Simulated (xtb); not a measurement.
H₄N, charge +1, singlet, at a GFN2-xTB geometry; GFN0-xTB (xtb).

Input for xtb:
```
$ xtb mol.xyz --gfn 0 --chrg 1 --opt --json

# file mol.xyz
5

N      0.00000000    -0.00000000     0.00000000
H     -0.00729522     0.96603165    -0.35603162
H      0.83638328    -0.48824031    -0.34944714
H     -0.84471152    -0.49151576    -0.32388825
H      0.01562347     0.01372441     1.02936701
```

### Question
Write the output that xtb gives for this input, abridged.

### Answer

```
   ID    Z sym.   atoms
    1    7 N      1
    2    1 H      2-5

           -------------------------------------------------
          |                Calculation Setup                |
           -------------------------------------------------

           -------------------------------------------------
          |                 G F N 0 - x T B                 |
           -------------------------------------------------

          ...................................................
          :                      SETUP                      :
          :.................................................:
          :  # basis functions                  12          :
          :  # atomic orbitals                  12          :
          :  # shells                           10          :
          :  # electrons                         8          :
          :  electronic temp.          300.0000000     K    :
          :  accuracy                    1.0000000          :
          :  -> integral cutoff          0.2500000E+02      :
          :  -> integral neglect         0.1000000E-07      :
          ...................................................

         :::::::::::::::::::::::::::::::::::::::::::::::::::::
         ::                     SUMMARY                     ::
         :::::::::::::::::::::::::::::::::::::::::::::::::::::
         :: total energy              -3.344632699501 Eh    ::
         :: gradient norm              0.006887936106 Eh/a0 ::
         :: HOMO-LUMO gap              9.201712447295 eV    ::
         ::.................................................::
         :: H0 energy                 -4.780750559594 Eh    ::
         :: repulsion energy           0.070907215202 Eh    ::
         :: electrostat energy         1.365357220872 Eh    ::
         :: -> Gsolv                   0.000000000000 Eh    ::
         ::    -> Gsasa                0.000000000000 Eh    ::
         ::    -> Gshift               0.000000000000 Eh    ::
         :: dispersion energy         -0.000146575981 Eh    ::
         :: short-range corr.          0.000000000000 Eh    ::
         :: add. restraining           0.000000000000 Eh    ::
         :: total charge               1.000000000000 e     ::
         :::::::::::::::::::::::::::::::::::::::::::::::::::::

      -----------------------------------------------------------
     |                   =====================                   |
     |                        A N C O P T                        |
     |                   =====================                   |
     |               Approximate Normal Coordinate               |
     |                Rational Function Optimizer                |
      -----------------------------------------------------------
      -----------------------------------------------------------
     |                   =====================                   |
     |                        A N C O P T                        |
     |                   =====================                   |
     |               Approximate Normal Coordinate               |
     |                Rational Function Optimizer                |
      -----------------------------------------------------------

          ...................................................
          :                      SETUP                      :
          :.................................................:
          :   optimization level            normal          :
          :   max. optcycles                   200          :
          :   ANC micro-cycles                  20          :
          :   degrees of freedom                 9          :
          :.................................................:
          :   RF solver                   davidson          :
          :   write xtbopt.log                true          :
          :   linear?                        false          :
          :   energy convergence         0.5000000E-05 Eh   :
[...]
 * total energy  :    -3.3446327 Eh     change        0.0000000E+00 Eh
 * total energy  :    -3.3446855 Eh     change       -0.5280274E-04 Eh
 * total energy  :    -3.3446866 Eh     change       -0.1107529E-05 Eh
   *** GEOMETRY OPTIMIZATION CONVERGED AFTER 3 ITERATIONS ***
         :: total energy              -3.344686609771 Eh    ::
[...]
         :: gradient norm              0.000528610111 Eh/a0 ::
         :: HOMO-LUMO gap              9.175312904073 eV    ::
         ::.................................................::
         :: H0 energy                 -4.778144847442 Eh    ::
         :: repulsion energy           0.068265377312 Eh    ::
         :: electrostat energy         1.365339626522 Eh    ::
         :: -> Gsolv                   0.000000000000 Eh    ::
         ::    -> Gsasa                0.000000000000 Eh    ::
         ::    -> Gshift               0.000000000000 Eh    ::
         :: dispersion energy         -0.000146766163 Eh    ::
         :: short-range corr.          0.000000000000 Eh    ::
         :: add. restraining           0.000000000000 Eh    ::
         :: total charge               1.000000000000 e     ::
         :::::::::::::::::::::::::::::::::::::::::::::::::::::

           -------------------------------------------------
          |                Property Printout                |
           -------------------------------------------------

    * Orbital Energies and Occupations

         #    Occupation            Energy/Eh            Energy/eV
      -------------------------------------------------------------
         1        2.0000           -0.6936005             -18.8738
         2        2.0000           -0.5651573             -15.3787
         3        2.0000           -0.5651573             -15.3787
         4        2.0000           -0.5651573             -15.3787 (HOMO)
         5                         -0.2279708              -6.2034 (LUMO)
         6                         -0.1033996              -2.8136
         7                         -0.1033996              -2.8136
         8                         -0.1033996              -2.8136
         9                          0.1580124               4.2997
        10                          0.1580124               4.2997
        11                          0.1580124               4.2997
        12                          0.3510049               9.5513
      -------------------------------------------------------------
                  HL-Gap            0.3371865 Eh            9.1753 eV
             Fermi-level            0.0000000 Eh            0.0000 eV

     #   Z          covCN         q      C6AA      α(0)
     1   7 N        3.434    -1.587    93.838    14.505
     2   1 H        0.859     0.647     0.208     0.714
     3   1 H        0.859     0.647     0.208     0.714
     4   1 H        0.859     0.647     0.208     0.714
     5   1 H        0.859     0.647     0.208     0.714

 Mol. C6AA /au·bohr⁶  :        132.286650
 Mol. C8AA /au·bohr⁸  :       2683.926207
 Mol. α(0) /au        :         17.360014

Wiberg/Mayer (AO) data.
largest (>0.10) Wiberg bond orders for each atom

 ---------------------------------------------------------------------------
     #   Z sym  total        # sym  WBO       # sym  WBO       # sym  WBO
 ---------------------------------------------------------------------------
     1   7 N    3.922 --     2 H    0.981     3 H    0.981     5 H    0.981
                             4 H    0.981
     2   1 H    0.975 --     1 N    0.981
     3   1 H    0.975 --     1 N    0.981
     4   1 H    0.975 --     1 N    0.981
     5   1 H    0.975 --     1 N    0.981
 ---------------------------------------------------------------------------

Topologies differ in total number of bonds
Writing topology from bond orders to xtbtopo.mol

 dipole moment from electron density (au)
     X       Y       Z
   0.0000  -0.0000   0.0000  total (Debye):    0.000

optimized geometry written to: xtbopt.xyz

           -------------------------------------------------
          | TOTAL ENERGY               -3.344686609771 Eh   |
          | GRADIENT NORM               0.000528610111 Eh/α |
          | HOMO-LUMO GAP               9.175312904073 eV   |
           -------------------------------------------------
```
